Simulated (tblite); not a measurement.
Species: C₆H₉FSi.
SMILES with atom numbers: `[CH:1]#[C:2][C@H:3]([F:4])[SiH2:5][C:6](=[CH2:7])[CH3:8]` (hydrogens: H9 on C1; H10 on C3; H11, H12 on Si5; H13, H14 on C7; H15, H16, H17 on C8)

Computed geometry: GFN2-xTB, gas phase.

(1) Give the optimised bond lengths and angles.

Results:

(1) 
```json
{"bond": "C1≡C2", "length (Å)": "1.198", "order": "triple"}
{"bond": "C2–C3", "length (Å)": "1.441", "order": "single"}
{"bond": "C3–F4", "length (Å)": "1.396", "order": "single"}
{"bond": "C3–Si5", "length (Å)": "1.941", "order": "single"}
{"bond": "Si5–C6", "length (Å)": "1.890", "order": "single"}
{"bond": "C6=C7", "length (Å)": "1.327", "order": "double"}
{"bond": "C6–C8", "length (Å)": "1.500", "order": "single"}
{"bond": "C1–H9", "length (Å)": "1.049", "order": "single"}
{"bond": "C3–H10", "length (Å)": "1.098", "order": "single"}
{"bond": "Si5–H11", "length (Å)": "1.465", "order": "single"}
{"bond": "Si5–H12", "length (Å)": "1.464", "order": "single"}
{"bond": "C7–H13", "length (Å)": "1.077", "order": "single"}
{"bond": "C7–H14", "length (Å)": "1.080", "order": "single"}
{"bond": "C8–H15, C8–H16, C8–H17", "length (Å)": "1.089", "order": "single"}
```

Bonds in one row agree within 0.01 Å and their mean is given. Orders are formal, as drawn. A selection of angles:
```json
{"angle": "C2–C1–H9", "degrees": "178.4"}
{"angle": "C1–C2–C3", "degrees": "177.3"}
{"angle": "C2–C3–F4", "degrees": "109.8"}
{"angle": "C2–C3–Si5", "degrees": "112.8"}
{"angle": "C2–C3–H10", "degrees": "109.6"}
{"angle": "F4–C3–Si5", "degrees": "107.4"}
{"angle": "F4–C3–H10", "degrees": "105.4"}
{"angle": "Si5–C3–H10", "degrees": "111.6"}
{"angle": "C3–Si5–C6", "degrees": "107.8"}
{"angle": "C3–Si5–H11", "degrees": "107.0"}
{"angle": "C3–Si5–H12", "degrees": "106.0"}
{"angle": "C6–Si5–H11", "degrees": "111.6"}
{"angle": "C6–Si5–H12", "degrees": "111.9"}
{"angle": "H11–Si5–H12", "degrees": "112.2"}
{"angle": "Si5–C6–C7", "degrees": "121.9"}
{"angle": "Si5–C6–C8", "degrees": "117.0"}
{"angle": "C7–C6–C8", "degrees": "121.2"}
{"angle": "C6–C7–H13", "degrees": "122.0"}
{"angle": "C6–C7–H14", "degrees": "122.1"}
{"angle": "H13–C7–H14", "degrees": "115.9"}
{"angle": "C6–C8–H15", "degrees": "110.3"}
{"angle": "C6–C8–H16", "degrees": "111.3"}
{"angle": "H15–C8–H16", "degrees": "109.0"}
{"angle": "H15–C8–H17", "degrees": "107.5"}
```

Torsions: C2–C3–Si5–C6 -66° (synclinal); C3–Si5–C6–C7 -108° (anticlinal).

The 2 C–Si bonds span 1.890 Å (Si5–C6, drawn single) to 1.941 Å (C3–Si5, drawn single), a spread of 0.051 Å. The 4 C–C bonds span 1.198 Å (C1≡C2, drawn triple) to 1.500 Å (C6–C8, drawn single), a spread of 0.302 Å. Of the pairs four or more bonds apart, C2···H15 is among the closest relative to their van der Waals radii: 2.75 Å, 95 % of the sum of Bondi's values. Si5 (SiH2 silicon) is distorted tetrahedral (angles from 106.0° to 112.2°).

Point group: C1 (no symmetry element, even within 0.4 Å). Its GFN2-xTB frequencies are all real (lowest 20 cm⁻¹). The numbers are those of one conformer.

Time: 0.96 s of wall time. Hardware: one thread, Arm Neoverse N1 (aarch64), shared host with 64 logical CPUs at a one-minute load of 62. These figures are those of the optimisation.
